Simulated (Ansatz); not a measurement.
beryllium hydride (HBe), doublet, geometry from GFN2-xTB (such geometries of metal compounds can be far from the true shape). Base run: HF/def2-SVP in Ansatz (a program for electronic structure).

Input for Ansatz:
Ansatz 0.2 input:
```yaml
crystal:
  periodic: [false, false, false]
  atoms:
    - {symbol: Be, position_ang: [-0.00000000, -0.00000000, -0.26247756]}
    - {symbol: H, position_ang: [0.00000000, 0.00000000, 1.04991026]}
basis:
  gaussian:
    orbitals: def2-SVP
hamiltonian:
  xc: hf
magnetization: {spin_polarized: true, initial_magnetization: 1}
```

Each row names what was changed in the base input (with any setting that the change needs).

```tsv
change	E (Eh)	<S^2>
base	-15.13388	0.751
functional = pbe; dispersion = d3bj	-15.19836	0.750
functional = wB97X-V	-15.23162	0.751
functional = SVWN5	-15.00094	0.750
functional = pbe0	-15.20742	0.751
functional = pbe0; dispersion = d3bjatm	-15.20771	0.751
functional = pbe	-15.19800	0.750
functional = revpbe	-15.23588	0.750
functional = B97M-V	-15.25187	0.750
functional = pbe; dispersion = d4	-15.19850	0.750
functional = blyp	-15.22893	0.751
functional = BHLYP	-15.23476	0.751
functional = cam_b3lyp	-15.22117	0.751
```

Total energies compare only within one method and basis.
